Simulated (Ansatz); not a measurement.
`CC(=O)O[Si](Cl)(OC(C)=O)OC(C)=O` + `CO[SiH2]OC(C)=O` → `CC(=O)O[Si](OC(C)=O)(OC(C)=O)OC(C)=O` + `CO[SiH2]Cl`  (redistribution)

Gas-phase electronic energies from Ansatz, PBE0-D4/def2-TZVP geometries. CBS: MP2 limit from def2 TZ/QZ plus the TZ coupled-cluster correction, frozen cores. Functionals use def2-TZVPP. B3LYP here is the variant with VWN-RPA as its local correlation; programs differ in this. Each species was taken in one conformer, which may not be the lowest.

`CC(=O)O[Si](Cl)(OC(C)=O)OC(C)=O`:

Cartesian coordinates in Å:
```
C -0.046 -3.753 -0.793
C 0.661 -2.441 -0.865
O 1.845 -2.273 -0.819
O -0.212 -1.412 -0.988
Si 0.232 0.173 -1.023
Cl 1.042 0.647 -2.804
O -1.233 0.899 -0.836
C -1.397 2.218 -0.571
C -2.836 2.566 -0.390
O -0.471 2.974 -0.494
O 1.340 0.588 0.115
C 1.137 0.401 1.440
C 2.304 0.859 2.245
O 0.123 -0.079 1.865
H 0.677 -4.559 -0.709
H -0.664 -3.886 -1.683
H -0.716 -3.754 0.069
H -2.937 3.630 -0.192
H -3.246 1.985 0.439
H -3.395 2.290 -1.286
H 3.194 0.310 1.932
H 2.487 1.917 2.044
H 2.111 0.701 3.303
```

`CO[SiH2]OC(C)=O`:

```xyz
15

C    -1.460    2.337   -0.540
O    -0.129    2.245   -0.085
Si    0.859    0.993   -0.413
O     0.173   -0.342    0.374
C     0.852   -1.491    0.271
C     0.189   -2.634    0.968
O     1.893   -1.551   -0.334
H    -1.793    3.370   -0.420
H    -2.118    1.686    0.043
H    -1.545    2.066   -1.599
H     2.168    1.329    0.170
H     0.871    0.709   -1.867
H     0.059   -2.392    2.025
H    -0.807   -2.790    0.548
H     0.788   -3.534    0.858
```

`CC(=O)O[Si](OC(C)=O)(OC(C)=O)OC(C)=O`:

Cartesian coordinates in Å:
```
C 3.025 2.128 1.342
C 1.662 1.525 1.391
O 0.911 1.552 2.324
O 1.348 0.907 0.229
Si 0.000 0.001 0.000
O -1.252 1.044 -0.187
C -2.431 0.721 -0.769
C -3.304 1.917 -0.945
O -2.696 -0.401 -1.095
O -0.382 -0.984 1.256
C 0.524 -1.703 1.960
C -0.100 -2.368 3.140
O 1.677 -1.764 1.642
O 0.284 -0.964 -1.296
C 0.245 -0.542 -2.581
C 0.379 -1.679 -3.537
O 0.109 0.613 -2.871
H 3.222 2.677 2.259
H 3.108 2.785 0.475
H 3.758 1.329 1.216
H -2.810 2.615 -1.625
H -3.429 2.429 0.011
H -4.267 1.619 -1.349
H 0.632 -2.993 3.645
H -0.958 -2.962 2.820
H -0.472 -1.599 3.820
H 0.415 -1.305 -4.557
H -0.476 -2.346 -3.411
H 1.278 -2.254 -3.306
```

`CO[SiH2]Cl`:

Cartesian coordinates in Å:
```
C 0.981 0.549 -0.804
O 0.697 -0.289 0.297
Si -0.803 -0.684 0.786
Cl -1.848 0.985 1.381
H 2.054 0.502 -0.995
H 0.705 1.584 -0.587
H 0.450 0.222 -1.705
H -0.649 -1.583 1.945
H -1.587 -1.285 -0.319
```

```
             level  ΔE (kJ/mol)  difference from CCSD(T)/CBS
           PBE0-D4        -13.7                         -0.2
          B3LYP-D4        -16.3                         -2.8
           ωB97X-V        -14.3                         -0.8
            B2PLYP        -12.0                          1.5
               PBE         -8.3                          5.2
            r2SCAN        -13.0                          0.5
              PBE0        -11.1                          2.4
             B3LYP        -12.6                          0.9
SCS-MP2/def2-TZVPP        -11.1                          2.4
   CCSD/def2-TZVPP        -14.6                         -1.1
CCSD(T)/def2-TZVPP        -13.4                          0.1
     HF/def2-QZVPP        -20.8                         -7.3
SCS-MP2/def2-QZVPP        -11.5                          2.0
      HF/CBS(def2)        -20.9                         -7.4
     MP2/CBS(def2)        -10.6                          2.9
    CCSD/CBS(def2)        -14.7                         -1.2
       CCSD(T)/CBS        -13.5                            0
```

Largest T1 diagnostic among the species: 0.015.

The D4 term adds −3.7 kJ/mol with B3LYP and −2.6 kJ/mol with PBE0; it sums over pairs of atoms, weighted by their polarisabilities, and B3LYP, whose exchange is more repulsive, gets the larger term. In def2-TZVPP, CCSD(T) changes the Hartree–Fock value by +7.0 kJ/mol (the triples alone add +1.2 kJ/mol) and MP2 by +9.8 kJ/mol.
